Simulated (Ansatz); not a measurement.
The lowest singlet and triplet of AlH (SMILES [AlH]); geometries from B3LYP-D3(BJ)/def2-TZVP, each state relaxed from the structure named, with no frequency check.
Singlet at the triplet's geometry (charge 0, multiplicity 1):
```xyz
2

Al     0.00000     0.00000    -0.11473
H      0.00000     0.00000     1.49143
```

A positive gap puts the triplet lower; no zero-point energy. U- takes an unrestricted singlet (broken symmetry where lower, unprojected). The triplet is unrestricted in single-reference levels. Active spaces average the two states.

Cores are frozen in the correlated methods.

The values were computed with Ansatz (Gaussian orbitals). 

Task: What gap E(singlet) − E(triplet), vertical, at the triplet's geometry does U-CCSD/cc-pV(T+d)Z (spin-contaminated) give?

Result: -43.1 kcal/mol

Doubts at one or more of the structures used: T1 above 0.05 (U-CCSD/cc-pV(T+d)Z (spin-contaminated)).

Ansatz is a program for electronic structure.
